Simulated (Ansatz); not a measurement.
## BCl3 (boron trichloride): methods side by side

The species is BCl3 (4 atoms), meant as a singlet with charge 0. As SMILES, `ClB(Cl)Cl`. The coordinates come from a PBE0-D4/def2-TZVP relaxation.

```xyz
4

Cl   -0.2579    0.5164    1.6383
B     0.0000    0.0000    0.0000
Cl    0.9420   -1.4231   -0.3240
Cl   -0.6841    0.9066   -1.3143
```

Each level gives the energy change with the B2–Cl4 bond stretched from 1.737 to 3.474 Å (eV). The values are calculated.

```csv
level,kind,program,value (eV),less FCI/STO-3G,CPU time (all runs)
HF/STO-3G (restricted),Hartree–Fock,Ansatz,7.63,+2.92,0.48 s
SVWN5/STO-3G (restricted),LDA,Ansatz,5.96,+1.25,2.2 s
B3LYP/STO-3G (restricted),global hybrid,Ansatz,5.77,+1.06,3.6 s
BHLYP/STO-3G (restricted),global hybrid,Ansatz,6.64,+1.93,3.4 s
wB97X/STO-3G (restricted),range-separated hybrid,Ansatz,6.81,+2.10,14 s
B2PLYP/STO-3G (restricted),double hybrid,Ansatz,5.73,+1.02,4.6 s
CCSDT/STO-3G (restricted),coupled cluster or CI,Ansatz,4.71,0.00,1.3 s
CCSDTQ/STO-3G (restricted),coupled cluster or CI,Ansatz,4.71,0.00,50 s
FCI/STO-3G,exact in the basis,Ansatz,4.71,0.00,31 s
```

FCI/STO-3G is exact within its basis and frozen core, so for wave-function methods in that basis the difference is their error; functionals converge differently with the basis, so for them it is only a difference. A spin-restricted reference rises too steeply as a bond breaks; here HF/STO-3G, SVWN5/STO-3G, B3LYP/STO-3G, BHLYP/STO-3G, wB97X/STO-3G, B2PLYP/STO-3G lie well above the multireference or unrestricted value. The first shape isn't each level's own minimum. The values span 4.71 to 7.63 eV. All rows use very small basis sets, so none should be taken for the real molecule's value. Times are those of the runs behind each value, whatever else they computed, on shared processors of several kinds: orders of magnitude only.
